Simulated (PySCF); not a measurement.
# Correlation energy of Xe⁺ (xenon, charge +1)

[Kr] 4d10 5s2 5p5, 2P determinant. All numbers are calculated (PySCF 2.14, a scalar-relativistic core potential, in cc-pVDZ-PP with ECP28MDF (4s3p2d, 23 functions)). Frozen: 4s2 4p6 4d10; 7 electrons correlated.

MP2 pair energies summed by pair of shells (mhartree):

```
 pair  energy  share (%)
5p-5p  -54.07       69.0
5s-5p  -20.23       25.8
5s-5s   -4.05        5.2
```

Total MP2 correlation energy: -78.35 mhartree.

Same-spin part -20.28 and opposite-spin part -58.07 mhartree; SCS-MP2 scales them by 1/3 and 6/5 to -76.44 mhartree.

| level | correlation energy (mhartree) |
| --- | --- |
| CCSD | -90.58 |
| (T) | -0.72 |
| CCSD(T) | -91.30 |

Diagnostics: T1 = 0.0053, D1 = 0.0171, largest double amplitude 0.049.

Cost of the coupled-cluster step: 0.09 s of wall time on 1 thread of Neoverse-V2 (shared host), for 7 correlated electrons.

Iterations:

```
CC2 = 0
CCSD nocc = (np.int64(4), np.int64(3)), nmo = (14, 14)
frozen orbitals [[0, 1, 2, 3, 4, 5, 6, 7, 8], [0, 1, 2, 3, 4, 5, 6, 7, 8]]
max_cycle = 100
direct = 0
conv_tol = 1e-08
conv_tol_normt = 1e-06
diis_space = 8
diis_start_cycle = 0
Init t2, MP2 energy = -0.0783469967674275
Init E_corr(UCCSD) = -0.0783469967707242
cycle = 1  E_corr(UCCSD) = -0.0881551003449495  dE = -0.00980810357  norm(t1,t2) = 0.0305027
cycle = 2  E_corr(UCCSD) = -0.089889249130536  dE = -0.00173414879  norm(t1,t2) = 0.00900139
cycle = 3  E_corr(UCCSD) = -0.0905885640266384  dE = -0.000699314896  norm(t1,t2) = 0.00327562
cycle = 4  E_corr(UCCSD) = -0.0905771122355037  dE = 1.14517911e-05  norm(t1,t2) = 0.000273599
cycle = 5  E_corr(UCCSD) = -0.0905787861724552  dE = -1.67393695e-06  norm(t1,t2) = 5.63967e-05
cycle = 6  E_corr(UCCSD) = -0.090578582621091  dE = 2.03551364e-07  norm(t1,t2) = 9.16135e-06
cycle = 7  E_corr(UCCSD) = -0.0905786240520157  dE = -4.14309247e-08  norm(t1,t2) = 1.67087e-06
cycle = 8  E_corr(UCCSD) = -0.0905786143055691  dE = 9.74644666e-09  norm(t1,t2) = 2.88502e-07
UCCSD converged
E(UCCSD) = -327.955523427145  E_corr = -0.09057861430556909
UCCSD(T) correction = -0.000722139604473088
```
